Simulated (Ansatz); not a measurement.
Ansatz (an electronic-structure program) input (CCSD(T,core; 1s of Na to Cl frozen)/cc-pwCVTZ):
A basis named .json is the Basis Set Exchange file of that set.

Ansatz 0.2 input:
```yaml
crystal:
  periodic: [false, false, false]
  atoms:
    - {symbol: C, position_ang: [-2.43890196, 1.24865678, -0.38278093]}
    - {symbol: O, position_ang: [-1.59267684, 0.13966380, -0.68300986]}
    - {symbol: Si, position_ang: [-0.09243861, -0.06620755, -0.13605847]}
    - {symbol: Cl, position_ang: [-0.06837701, -0.15331838, 1.92106142]}
    - {symbol: Cl, position_ang: [0.59321215, -1.84506871, -0.86222074]}
    - {symbol: O, position_ang: [0.84201804, 1.16230671, -0.61712489]}
    - {symbol: C, position_ang: [2.21616477, 1.35876615, -0.29821748]}
    - {symbol: H, position_ang: [-3.38659581, 1.08141632, -0.89075690]}
    - {symbol: H, position_ang: [-1.99509893, 2.17931743, -0.74062637]}
    - {symbol: H, position_ang: [-2.61457867, 1.31954712, 0.69262186]}
    - {symbol: H, position_ang: [2.35615293, 1.42758325, 0.78249448]}
    - {symbol: H, position_ang: [2.82288877, 0.53971595, -0.68991012]}
    - {symbol: H, position_ang: [2.53086843, 2.29160416, -0.76222785]}
basis:
  gaussian:
    orbitals: cc-pwCVTZ.json
magnetization: {spin_polarized: false}
correlation: {method: ccsd_t, frozen_orbitals: {C: 0, Cl: 1, H: 0, O: 0, Si: 1}}
```

End of the output:

```
3 core orbitals not correlated
reference -39109.33761482 eV, -1437.2416480835 hartree; 38, 38 occupied and 392, 392 virtual orbitals, 2530 factors
second order -63.37274567 eV of doubles, -0.00000000 eV of singles
coupled cluster: 62.00 GiB planned
cycle   1  -63.79973804 eV  change   -4.3e-1 eV  update   1.2e-1
cycle   2  -64.74128273 eV  change   -9.4e-1 eV  update   3.4e-2
cycle   3  -64.93048042 eV  change   -1.9e-1 eV  update   1.7e-2
cycle   4  -64.90316092 eV  change    2.7e-2 eV  update   3.5e-3
cycle   5  -64.90103293 eV  change    2.1e-3 eV  update   1.7e-3
cycle   6  -64.90271371 eV  change   -1.7e-3 eV  update   4.8e-4
cycle   7  -64.90257660 eV  change    1.4e-4 eV  update   1.9e-4
cycle   8  -64.90241032 eV  change    1.7e-4 eV  update   5.2e-5
cycle   9  -64.90241763 eV  change   -7.3e-6 eV  update   1.9e-5
perturbative correction -1.78800422 eV, -0.0657079431 hartree
Total energy: -39176.02803666 eV, -1439.6924758819 hartree
```
